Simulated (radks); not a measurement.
The numbers below are computed, except where a source is named.
Task: The mean radii <r> (bohr) of the occupied orbitals of an atom or ion are listed with their occupations. Level of theory: Dirac Kohn-Sham, PBE, spin-unpolarised, spherical densities, finite nucleus; Fermi nuclear charge, rms radius of each element as measured or else 0.836 A^(1/3) + 0.57 fm (a radial shooting solver on a logarithmic mesh with Libxc functionals).

| orbital | occ. | <r> |
|---|---|---|
| 1s1/2 | 2 | 0.02363 |
| 2s1/2 | 2 | 0.09977 |
| 2p1/2 | 2 | 0.08361 |
| 2p3/2 | 4 | 0.08987 |
| 3s1/2 | 2 | 0.2498 |
| 3p1/2 | 2 | 0.2376 |
| 3p3/2 | 4 | 0.2478 |
| 3d3/2 | 3 | 0.2161 |

Name the element and its charge. Open shells, if any, fill j = l - 1/2 first.

Result: Z = 60, neodymium, charge +39: Nd39+ in [Ar] 3d3. The 1s radius gives Z: for a bare nucleus <r> = (2 gamma + 1)/(2Z) with gamma = sqrt(1 - (Z/c)^2), 0.02332 bohr for Z = 60, and screening makes it slightly larger (0.02363 here). The occupations add up to 21, and the charge is Z minus that.
